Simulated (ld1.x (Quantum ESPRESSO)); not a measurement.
# vanadium (V), PAW: configuration errors across variants

| Item | Value |
| --- | --- |
| Element | V |
| Generator | ld1.x (Quantum ESPRESSO) 7.5 |
| Type | PAW |
| Functional | PBE |
| Relativity | scalar-relativistic |
| Frozen core | [Ar] |
| Valence charge | 5 |
| Reference configuration | 3d2 4s0 4p0 (charge +3) |
| Partial waves | 4s (bound, empty): rcut 1.75, rcutus 2.40 bohr; 4s channel at -0.7 Ry: rcut 1.75, rcutus 2.40 bohr; 4p (bound, empty): rcut 2.40, rcutus 2.90 bohr; 4p channel at 2 Ry: rcut 2.40, rcutus 2.90 bohr; 3d (bound): rcut 1.20, rcutus 1.65 bohr; 3d channel at -2.3 Ry: rcut 1.20, rcutus 1.65 bohr |
| Local potential | all-electron potential smoothed inside 1.35 bohr (lloc = -1) |
| Core correction | Bessel-smoothed model core inside 0.95 bohr |
| Augmentation charge | PSQ, inside the norm-conserving radii |

All-electron excitation energies from the reference (eV): (1) 3d3 4s2 4p0 -50.928; (2) 3d3 4s1 4p0 -43.194; (3) 3d3 4s0 4p0 -28.898; (4) 3d2 4s2 4p0 -39.954; (5) 3d1 4s0 4p0 45.873; (6) 3d4 4s1 4p0 -50.343; (7) 3d3.5 4s1.5 4p0 -50.874.

1 further variants failed, have other tests or too few solved ones, and are left out.

A true bound ghost makes a file unfit for plane-wave use even where its test errors are small: the radial tests pick states by their node count and pass the ghost by.

Errors AE − PS in meV (a dash: test not solved or not reliable):

| change | (1) | (2) | (3) | (4) | (5) | (6) | (7) | bound ghosts |
| --- | --- | --- | --- | --- | --- | --- | --- | --- |
| base | -420 | -450 | -428 | -37 | -796 | -861 | -652 | s |
| local potential all-electron potential smoothed inside 3.18 bohr (lloc = -1) | -437 | -472 | -458 | -37 | -829 | – | – | none |
| waves 4p (bound): rcut 2.40, rcutus 2.78 bohr; 4p channel at 2 Ry: rcut 2.40, rcutus 2.78 bohr | -420 | -450 | -428 | -37 | -796 | -861 | -652 | s |
| wave 4p channel at 2 Ry: rcut 2.40, rcutus 2.90 bohr becomes 4p channel at -1.43 Ry: rcut 2.40, rcutus 2.90 bohr | -420 | -450 | -428 | -37 | -796 | -861 | -652 | s |
| local potential all-electron potential smoothed inside 1.70 bohr (lloc = -1) | -418 | -447 | -428 | -36 | -795 | -859 | -650 | s |
| augmentation BESSEL, radius 1.20 bohr | – | – | – | – | – | – | – | s |
| core correction Bessel-smoothed model core inside 1.92 bohr | -426 | -456 | -433 | -37 | -798 | -871 | -661 | s |

Give the same row for: waves 3d (bound): rcut 1.00, rcutus 1.06 bohr; 3d channel at -2.3 Ry: rcut 1.00, rcutus 1.06 bohr.

–, –, –, –, –, –, –; bound ghosts: s.
